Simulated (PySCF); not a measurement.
Spectra and structures to be paired. Method: TDDFT wB97X-D/def2-SVPD, vertical, gas phase, core orbitals frozen in the response (PySCF 2.14.0, density-fitted response routines). Geometries: GFN2-xTB; one conformer of each isolated species. Triplets are in the Tamm–Dancoff approximation.

A. `CCP(C)N`
B. `Cn1cnc(F)c1`
C. `FC(F)(F)C(F)(F)F`

Lowest singlet levels (six at most, fewer where fewer were computed) with oscillator strengths:

1. 11.79 eV (f 0.066 summed over 2 states); 11.83 eV (f 0.000); 12.67 eV (f 0.000); 12.78 eV (f 0.000); 12.83 eV (f 0.250); 12.87 eV (f 0.056 summed over 2 states); T1 10.91 eV
2. 6.38 eV (f 0.154); 6.58 eV (f 0.008); 7.02 eV (f 0.003); 7.21 eV (f 0.012); 7.35 eV (f 0.009); 7.68 eV (f 0.015); T1 4.53 eV
3. 5.52 eV (f 0.045); 6.13 eV (f 0.101); 6.33 eV (f 0.031); 7.30 eV (f 0.195); 7.37 eV (f 0.007); 7.43 eV (f 0.104); T1 4.70 eV

Task: Match each spectrum to its molecule.

Result: 1 = C, 2 = B, 3 = A.
- A: S1 at 5.52 eV, HOMO→LUMO (86%); Löwdin shares by element: HOMO phosphorus 48%, nitrogen 27%, carbon 17% or more; LUMO phosphorus 25%, hydrogen 21% or more, nitrogen 14% (atoms not listed hold the other 40%); HOMO -7.69 and LUMO 2.37 eV.
- B: S1 at 6.38 eV, HOMO→LUMO+1 (92%); Löwdin shares by element: HOMO carbon 68% or more, nitrogen 12% or more (atoms not listed hold the other 20%); LUMO carbon 46% or more, hydrogen 22% or more (atoms not listed hold the other 33%); HOMO -8.52 and LUMO 2.00 eV.
- C: S1 at 11.79 eV, HOMO→LUMO+1/LUMO+2 (≥73%), HOMO→LUMO+4 (16%); Löwdin shares by element: HOMO carbon 30%, fluorine 23% or more (atoms not listed hold the other 47%); LUMO carbon 43%, fluorine 19% or more (atoms not listed hold the other 38%); HOMO -13.64 and LUMO 2.34 eV; point group D3d, 3 of its 8 listed states under f = 0.0005.

A slash joins orbitals within 0.01 eV of each other, whose weights are summed (≥ marks a lower bound).
